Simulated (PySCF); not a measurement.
CBr₂, SMILES Br[C]Br (connectivity only; charge and spin as stated), neutral, multiplicity 1.

Geometry: B3LYP-D3(BJ)/def2-TZVP.

Computed with PBE/def2-TZVPD (PySCF).

Symmetry labels are those of the subgroup C2v that the program uses (full group C2v).

Computed valence orbital energies around the gap with their symmetry:
| orbital | symmetry | energy (eV) |
|---|---|---|
| HOMO−7 | B2 | -20.07 |
| HOMO−6 | A1 | -14.68 |
| HOMO−5 | B2 | -10.75 |
| HOMO−4 | B1 | -9.41 |
| HOMO−3 | A1 | -9.30 |
| HOMO−2 | A2 | -8.00 |
| HOMO−1 | B2 | -7.36 |
| HOMO | A1 | -6.18 |
| LUMO | B1 | -4.55 |
| LUMO+1 | A1 | -2.08 |
| LUMO+2 | B2 | -0.78 |
| LUMO+3 | A1 | 0.00 |
